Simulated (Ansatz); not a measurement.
System: C₄H₇Cl₂, net charge 0, doublet state. It need not be the lowest isomer of its formula. 
Coordinates optimised at B3LYP-D3(BJ)/def2-TZVP (Ansatz, a program for electronic structure):
SMILES: C[C](Cl)CCCl
```xyz
13

C     -1.8919     0.7568     0.0792
C     -0.9605    -0.3360     0.4482
C      0.2839    -0.1588     1.2440
C      1.5582     0.0354     0.4244
Cl     1.5103     1.5595    -0.5452
Cl    -1.0557    -1.7900    -0.4952
H     -1.6223     1.2119    -0.8824
H     -2.9178     0.3923    -0.0068
H     -1.8603     1.5445     0.8334
H      0.4523    -1.0440     1.8692
H      0.1560     0.6949     1.9129
H      1.6960    -0.7756    -0.2857
H      2.4301     0.1088     1.0701
```
Charge 0, spin multiplicity 2.

Property: atomisation energy (electronic, to ground-state atoms); the coupled-cluster value holds the core correlation from cc-pwCVTZ, in kcal/mol. Correlated levels leave the core frozen unless marked. UHF or UKS for open shells. No spin-orbit coupling. No relativistic terms. CBS marks a two-point X^-3 extrapolation of the correlation energy; Hartree-Fock from the larger set.

Level to compare with: CCSD(T)/CBS(cc-pV(T+d)Z,cc-pV(Q+d)Z) plus the core term (Ansatz), 1163.1 kcal/mol. It is a level with limits of its own, and the differences hold the functionals' basis error too.

Question: Rank these functionals by how close they come to CCSD(T)/CBS(cc-pV(T+d)Z,cc-pV(Q+d)Z), closest first: r2SCANh/def2-TZVPD (Ansatz); BLYP/def2-TZVPD (Ansatz); revPBE/def2-TZVPD (Ansatz); r2SCAN/def2-TZVPD (Ansatz).

Answer: r2SCANh/def2-TZVPD (hybrid meta-GGA, 1162.0 kcal/mol, difference -1.1), r2SCAN/def2-TZVPD (meta-GGA, 1167.7 kcal/mol, difference 4.6), revPBE/def2-TZVPD (GGA, 1141.6 kcal/mol, difference -21.5), BLYP/def2-TZVPD (GGA, 1137.4 kcal/mol, difference -25.7)
